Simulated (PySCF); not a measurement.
## First hyperpolarisability: `c1c(C(C)=O)ccc(Br)c1`, C₈H₇BrO

Cartesian coordinates in Å; atom numbers follow the order of the lines, from 1:
```xyz
17

C    -3.577   -0.880    0.062
C    -2.685    0.226    0.567
O    -3.141    1.174    1.167
C    -1.213    0.129    0.311
C    -0.397    1.167    0.780
C     0.976    1.144    0.579
C     1.542    0.064   -0.102
Br    3.404    0.020   -0.381
C     0.752   -0.982   -0.578
C    -0.623   -0.943   -0.368
H    -3.491   -0.986   -1.031
H    -3.294   -1.846    0.508
H    -4.614   -0.646    0.327
H    -0.876    1.994    1.308
H     1.610    1.953    0.945
H     1.212   -1.817   -1.108
H    -1.234   -1.765   -0.745
```

Computed, not measured: quadratic response CAM-B3LYP/aug-cc-pVDZ first hyperpolarisability, Taylor convention, gas phase in PySCF 2.14.0. Geometry: PBE0-D3(BJ)/def2-SVP.

The calculation is non-relativistic, which matters for the atoms heavier than Zn.

Problem. Give β for the processes computed.

Solution. In au, Taylor convention; the vector part is βᵢ = ⅓ Σⱼ (βᵢⱼⱼ + βⱼᵢⱼ + βⱼⱼᵢ); β∥ is 3/5 of the vector part along the dipole, the dipole points from − to +:
```tsv
process	λ (nm)	β vector norm	β∥	β HRS	depolarisation ratio
static β(0;0,0)	∞	610.9	-0.8	276.2	3.90
second harmonic β(−2ω;ω,ω)	1907	683.5	3.3	306.9	3.98
Pockels β(−ω;ω,0)	1907	633.9	0.5	–	–
second harmonic β(−2ω;ω,ω)	1064	893.1	15.7	395.4	4.16
Pockels β(−ω;ω,0)	1064	689.0	3.6	–	–
```

Problem. Which lowest excitations, dipole and polarisabilities go with it?

Solution. S1 3.97 eV (f = 0.000); S2 5.00 eV (f = 0.021); S3 5.09 eV (f = 0.375); dipole 2.47 D; isotropic α 121.5 au static, 122.0 au at 1907 nm, 123.2 au at 1064 nm, 123.7 au at 953.5 nm, 129.4 au at 532 nm.
